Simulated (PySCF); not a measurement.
Ionisation energy along the 3-electron series

Calculated with PySCF 2.14 and a two-component X2C-1e Hamiltonian (Gaussian nucleus, no Breit or QED terms), each ion in its own even-tempered basis scaled to its charge; GMP2 freezes nothing and drops the highest virtual spinors. Values in eV. NIST values: (m) measured, (s) semi-empirical, (t) theoretical.

| ion | configuration | GHF (screened spin-orbit) | GMP2 (screened spin-orbit) | NIST |
| --- | --- | --- | --- | --- |
| Si¹¹⁺ | [He] 2s1 | 523.35 | 523.50 | 523.41 (t) |
| S¹³⁺ | [He] 2s1 | 706.97 | 707.12 | 706.99 (t) |
| Cl¹⁴⁺ | [He] 2s1 | 809.21 | 809.36 | 809.20 (t) |

Question: Fill in the row of P¹²⁺.

Answer: configuration: [He] 2s1; GHF (screened spin-orbit): 611.69; GMP2 (screened spin-orbit): 611.84; NIST: 611.74 (t).
